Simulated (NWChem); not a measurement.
System: CuPH3I; SMILES [PH3]->[Cu][I]

Here is an NWChem input.

```
start job
memory heap 200 mb stack 900 mb global 1100 mb
geometry units angstroms noautosym nocenter noautoz
  Cu    -0.001328     0.907079     0.000056
  I     -0.003352    -1.498731     0.000043
  P      0.007463     3.102146    -0.000188
  H      1.026637     3.790823    -0.707403
  H      0.116740     3.796934     1.232065
  H     -1.107870     3.804359    -0.525570
end
basis spherical
  Cu library def2-svp
  I library def2-svp
  P library def2-svp
  H library def2-svp
end
ecp
  I library def2-ecp
end
dft
  xc b3lyp
  iterations 150
end
tddft
  cis
  nroots 8
  notriplet
end
task tddft energy
```

Structure relaxed at the PBE0/def2-SVP level. def2 effective core potentials on I; no spin-orbit coupling.

Vertical excitations in the gas phase.

Task: Predict the main results of this run. (B3LYP/def2-SVP with def2 effective core potentials on I, TDA.) Quantities: lowest excitation, singlet (eV); lowest state with f > 0.02, singlet (eV); oscillator strength of that bright state; orbital gap (eV).

Result: 
| Quantity | Value |
|---|---|
| lowest excitation, singlet (eV) | 4.32 |
| lowest state with f > 0.02, singlet (eV) | 4.62 |
| oscillator strength of that bright state | 0.103 |
| orbital gap (eV) | 5.10 |
